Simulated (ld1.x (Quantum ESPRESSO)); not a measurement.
What one change does to a pseudopotential (chlorine, PAW)

ld1.x (Quantum ESPRESSO) 7.5 input, shortened:

```
&input
   title='Cl', zed=17., rel=0, dft='REVPBE', iswitch=3,
   config='[Ne] 3s2 3p5'
 /
 &inputp
   pseudotype=3, lpaw=.true., tm=.true., lloc=-1, rcloc=1.30,
   nlcc=.true., new_core_ps=.true.,
   which_augfun='PSQ', rmatch_augfun_nc=.true.
 /
4
3S  1  0   2.00   0.00  1.20  1.40  0.0
3S  1  0   0.00  -0.85  1.20  1.40  0.0
3P  2  1   5.00   0.00  1.20  1.25  0.0
3P  2  1   0.00   1.35  1.20  1.25  0.0
 &test
   configts(1)='3s2 3p5'
 /
```

Change: all radii but the core radius scaled by about 0.85 (s 1.18, p 1.06 bohr, rcut 1.02/1.02); local potential all-electron potential smoothed inside 1.10 bohr (lloc = -1).

Cutoffs: the cutoffs (Ry, on a coarse ladder) from which the occupation-weighted sum of valence levels, in a spherical-Bessel basis at the reference potential, stays within 10 and 1 mRy of its value at 400 Ry; they do not see the model core or the augmentation charge, which bear on the density cutoff. Errors are all-electron minus pseudo energies relative to the spin-unpolarised reference configuration.

Q: Predict the effect on cutoff, ghosts and configuration errors.

A: The potential gets harder (18 Ry and 50 Ry → 40 Ry and 60 Ry); the number of tests that count goes from 7 to 6; of the 6 tests that both files solve, the error grows in 0 and shrinks in 3 by more than 15 % and 0.3 meV (median size 0.8 → 0.4 meV); neither file shows a bound ghost at the reference potential, the only one tested. A smaller radius makes the pseudo-wave follow the all-electron one further in, where it bends more sharply, so more plane waves are needed. Less of the atom is replaced, so other configurations are described better.

```tsv
quantity	base	changed
cutoff, loose	18 Ry	40 Ry
cutoff, tight	50 Ry	60 Ry
loose cutoff by channel (10 mRy a level)	s 8 Ry, p 15 Ry	s 21 Ry, p 15 Ry
bound ghosts	none	none
tests counted (converged, no solver errors)	7 of 7	6 of 7
error for 3s2 3p4, meV [ΔE 13.86 eV]	-0.5	+0.3
error for 3s2 3p3, meV [ΔE 39.30 eV]	-5.0	+1.1
error for 3s2 3p2, meV [ΔE 77.59 eV]	-22	-0.4
error for 3s1 3p6, meV [ΔE 11.99 eV]	-0.2	-0.2
error for 3s1 3p5, meV [ΔE 26.39 eV]	-1.0	+0.4
error for 3s2 3p4.5, meV [ΔE 5.57 eV]	-0.1	0.0
lowest overlap eigenvalue by channel	s 0.42, p 0.74	s 0.52, p 0.77
```

Changed file: Tests not counted: 3s2 3p1 (pseudo-atom not self-consistent, printed error +16.3 eV).
